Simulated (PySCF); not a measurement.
A side-by-side comparison of computed properties.

First species: C5H7Cl.
SMILES: `Cl[C@@H]1CC12CC2`

Second species: isobutyl acetate, C₆H₁₂O₂.
InChI=1S/C6H12O2/c1-5(2)4-8-6(3)7/h5H,4H2,1-3H3

Levels: PBE0/def2-SVPD for dipole moment, HOMO energy, LUMO energy, HOMO–LUMO gap, static isotropic polarisability and electronic spatial extent ⟨r²⟩ about the centre of nuclear charge; TDDFT PBE0/def2-SVPD for lowest singlet excitation; TDA PBE0/def2-SVPD for lowest triplet excitation (Tamm–Dancoff); GFN2-xTB for rotational constant A and rotational constant C. Geometries: GFN2-xTB. Each structure is a single optimised conformer of the isolated species, non-relativistic unless stated. Electronic properties by PySCF.

The conformers computed, where there is a choice (atom-mapped SMILES and torsion angles):
- `[CH3:1][C:2](=[O:3])[O:4][CH2:5][CH:6]([CH3:7])[CH3:8]`: C1–C2–O4–C5 -178°, C2–O4–C5–C6 82°, O4–C5–C6–C7 62°

(1) Which of the two has the higher dipole moment, and by how much?

(2) Which of the two has the higher rotational constant A, and by how much?

(3) Which of the two has the higher static isotropic polarisability, and by how much?

(4) Which of the two has the higher LUMO energy, and by how much?

(5) Which has the higher ⟨r²⟩?

(6) Which of the two has the higher HOMO energy, and by how much?

(7) Which of the two has the higher S1 energy, and by how much?

(8) Which has the higher T1 energy?

Answers

(1) The first: 2.15 D against 1.83 D, a difference of 0.32 D.

(2) The first: 5.992 GHz against 3.988 GHz, a difference of 2.004 GHz.

(3) The second: 80.1 au against 69.8 au, a difference of 10.3 au.

(4) The first: 0.66 eV against 0.29 eV, a difference of 0.37 eV.

(5) The second: 1250 bohr² against 743 bohr², a difference of 507 bohr².

(6) The first: -7.69 eV against -8.00 eV, a difference of 0.31 eV.

(7) The first: 6.80 eV against 5.95 eV, a difference of 0.85 eV.

(8) The first: 6.16 eV against 5.40 eV, a difference of 0.76 eV.

On the first: No computed singlet falls in the visible range (750 to 380 nm, 1.65 to 3.26 eV); S1 lies 3.54 eV above its blue end. The principal polarisabilities are 60.2, 67.4 and 81.7 au; their mean is the isotropic value.

On the second: No computed singlet falls in the visible range (750 to 380 nm, 1.65 to 3.26 eV); S1 lies 2.69 eV above its blue end. GFN2-xTB frequencies show an imaginary mode (34i cm⁻¹), so this geometry is no minimum at that level.
